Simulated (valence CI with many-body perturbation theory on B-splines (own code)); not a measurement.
E1 transitions of Pb LXXVIII

Calculated by valence CI with perturbative core correlation (CI+MBPT): three valence electrons over a frozen Dirac-Fock core [He], radial functions for each j: 11 s, 11 p, 9 d, 7 f, 5 g, 2 h, 1 i, with the one-electron correlation potential Σ1, the two-electron term Σ2, the three-electron term Σ3, Breit, model QED; selected CI, second order for the rest (own B-spline code, finite nucleus).

The last digits are not significant, and no measured levels were compared; by estimate large intervals hold to a few tenths of a per cent, small ones and those within an open d or f shell to about a per cent.

Lines 51 to 100 of 296 in falling wavelength, among levels below 1295.5 Ry, chosen from the strongest by gf and those to the six lowest levels. Wavelengths and rates use the calculated energies. Electric multipoles are in the length gauge, E1 and E2 with the static RPA response of the core. Weak lines are less certain than strong ones. Lines between different terms over intervals too small for the method are left out, as are lines whose strength nearly cancels. The highest levels of a list are the least certain.

Levels are named by their leading jj configuration (3d3/2^4 stands for four electrons in 3d with j = 3/2), which in mixed levels can hold well under half, so a name can repeat and another be missing. Letters in brackets count levels of one name in rising energy.

```csv
λ vac (nm),Upper,Lower,A (s⁻¹),S (a.u.)
1.578,(2s 2p3/2 3p3/2) J=7/2,(2s 2p3/2 3s) J=5/2,3.88e+12,6.02e-02
1.572,(2s^2 3d5/2) J=5/2,(2s 2p1/2 3s) J=3/2,1.61e+12,1.85e-02
1.572,(2s 2p3/2 3p3/2) J=5/2 [a],(2s 2p3/2 3s) J=3/2 [a],1.71e+12,1.96e-02
1.571,(2p1/2 2p3/2 3p3/2) J=3/2 [b],(2p1/2 2p3/2 3s) J=3/2 [b],1.28e+12,9.79e-03
1.568,(2s 2p3/2 3d5/2) J=7/2 [b],(2p1/2 2p3/2 3s) J=5/2,1.24e+12,1.89e-02
1.560,(2s 2p3/2 3p3/2) J=1/2 [a],(2s 2p3/2 3s) J=3/2 [a],3.46e+12,1.30e-02
1.558,(2p1/2^2 3p3/2) J=3/2,(2p1/2^2 3s) J=1/2,3.74e+12,2.79e-02
1.552,(2s 2p1/2 3p3/2) J=3/2 [a],(2s 2p1/2 3s) J=1/2 [a],3.79e+12,2.79e-02
1.551,(2s 2p3/2 3p3/2) J=3/2 [b],(2s 2p3/2 3s) J=3/2 [b],1.84e+12,1.35e-02
1.549,(2s^2 3p3/2) J=3/2,(2s^2 3s) J=1/2,4.12e+12,3.02e-02
1.541,(2p1/2 2p3/2 3p3/2) J=3/2 [b],(2p1/2 2p3/2 3s) J=1/2,1.19e+12,8.58e-03
1.539,(2p1/2 2p3/2 3p3/2) J=5/2 [b],(2p1/2 2p3/2 3s) J=3/2 [b],1.35e+12,1.46e-02
1.535,(2s 2p3/2 3p3/2) J=3/2 [b],(2s 2p3/2 3s) J=1/2,2.39e+12,1.70e-02
1.534,(2s 2p1/2 3p3/2) J=3/2 [b],(2s 2p1/2 3s) J=3/2,1.94e+12,1.38e-02
1.528,(2s 2p1/2 3p3/2) J=5/2,(2s 2p1/2 3s) J=3/2,2.45e+12,2.59e-02
1.525,(2s 2p3/2 3p3/2) J=1/2 [b],(2s 2p3/2 3s) J=1/2,3.44e+12,1.20e-02
1.521,(2p1/2 2p3/2 3p3/2) J=5/2 [b],(2p1/2 2p3/2 3s) J=5/2,1.40e+12,1.46e-02
1.518,(2p1/2 2p3/2 3p3/2) J=3/2 [b],(2p1/2 2p3/2 3s) J=3/2 [a],1.29e+12,8.92e-03
1.510,(2s 2p3/2 3p3/2) J=5/2 [a],(2s 2p3/2 3s) J=5/2,2.39e+12,2.44e-02
1.498,(2p1/2 2p3/2 3p3/2) J=1/2 [b],(2p1/2 2p3/2 3s) J=3/2 [b],3.54e+12,1.18e-02
0.6117,(2s^2 2p3/2) J=3/2,(2s 2p1/2^2) J=1/2,1.28e+11,5.79e-05
0.4797,(2s 2p1/2 2p3/2) J=3/2 [a],(2s^2 2p1/2) J=1/2,3.17e+11,6.90e-05
0.4764,(2s 2p3/2^2) J=5/2,(2s^2 2p3/2) J=3/2,7.72e+12,2.47e-03
0.4709,(2p1/2 2p3/2^2) J=3/2,(2s 2p1/2 2p3/2) J=1/2,1.98e+13,4.09e-03
0.4672,(2p1/2 2p3/2^2) J=5/2,(2s 2p1/2 2p3/2) J=3/2 [b],2.44e+13,7.36e-03
0.4668,(2p1/2 2p3/2 3d5/2) J=3/2 [a],(2s 2p1/2 3d5/2) J=3/2,1.26e+13,2.54e-03
0.4668,(2p1/2 2p3/2 3p3/2) J=3/2 [a],(2s 2p1/2 3p3/2) J=3/2 [b],1.27e+13,2.54e-03
0.4665,(2p1/2 2p3/2 3d5/2) J=5/2 [a],(2s 2p1/2 3d5/2) J=5/2 [b],9.62e+12,2.89e-03
0.4654,(2p1/2 2p3/2 3d3/2) J=5/2 [a],(2s 2p1/2 3d3/2) J=5/2,1.28e+13,3.82e-03
0.4652,(2p1/2 2p3/2 3s) J=3/2 [b],(2s 2p1/2 3s) J=1/2 [b],1.88e+13,3.74e-03
0.4651,(2p3/2^3) J=3/2,(2s 2p3/2^2) J=3/2,5.03e+13,9.99e-03
0.4651,(2p1/2 2p3/2 3d5/2) J=9/2,(2s 2p1/2 3d5/2) J=7/2,2.13e+13,1.06e-02
0.4642,(2p1/2 2p3/2 3p3/2) J=7/2,(2s^2 3d5/2) J=5/2,2.42e+13,9.56e-03
0.4640,(2s 2p3/2 3d5/2) J=7/2 [b],(2s 2p1/2 3p3/2) J=5/2,2.48e+13,9.76e-03
0.4633,(2p1/2 2p3/2 3d5/2) J=5/2 [b],(2s 2p1/2 3d5/2) J=3/2,9.95e+12,2.93e-03
0.4629,(2s 2p3/2 3p3/2) J=5/2 [b],(2s^2 3p3/2) J=3/2,3.20e+13,9.40e-03
0.4628,(2p1/2 2p3/2 3d3/2) J=5/2 [b],(2s 2p1/2 3d3/2) J=3/2 [b],2.09e+13,6.15e-03
0.4626,(2p1/2 2p3/2 3d3/2) J=7/2,(2s 2p1/2 3d3/2) J=5/2,2.13e+13,8.34e-03
0.4625,(2p1/2 2p3/2 3d5/2) J=7/2 [a],(2s 2p1/2 3d5/2) J=5/2 [a],1.80e+13,7.04e-03
0.4624,(2p1/2 2p3/2 3p1/2) J=5/2,(2s 2p1/2 3p1/2) J=3/2,2.40e+13,7.02e-03
0.4622,(2p1/2 2p3/2 3p3/2) J=5/2 [a],(2s 2p1/2 3p3/2) J=3/2 [a],1.72e+13,5.03e-03
0.4621,(2p1/2 2p3/2 3p1/2) J=3/2 [b],(2s 2p1/2 3p1/2) J=1/2 [b],2.40e+13,4.68e-03
0.4619,(2p1/2 2p3/2 3d5/2) J=7/2 [b],(2s 2p1/2 3d5/2) J=5/2 [b],1.11e+13,4.34e-03
0.4617,(2s 2p3/2 3d3/2) J=3/2 [b],(2s^2 3d3/2) J=3/2,3.23e+13,6.27e-03
0.4616,(2s 2p3/2 3d5/2) J=3/2 [b],(2s 2p1/2 3p3/2) J=5/2,1.45e+13,2.81e-03
0.4608,(2s 2p3/2 3d3/2) J=5/2 [b],(2s^2 3d3/2) J=3/2,2.96e+13,8.59e-03
0.4605,(2s 2p3/2 3p1/2) J=1/2,(2s^2 3p1/2) J=1/2,3.40e+13,3.28e-03
0.4604,(2p1/2 2p3/2 3s) J=5/2,(2s 2p1/2 3s) J=3/2,2.37e+13,6.84e-03
0.4603,(2s 2p3/2 3s) J=1/2,(2s^2 3s) J=1/2,3.39e+13,3.27e-03
0.4603,(2s 2p3/2 3p1/2) J=3/2 [b],(2s^2 3p1/2) J=1/2,3.29e+13,6.33e-03
```
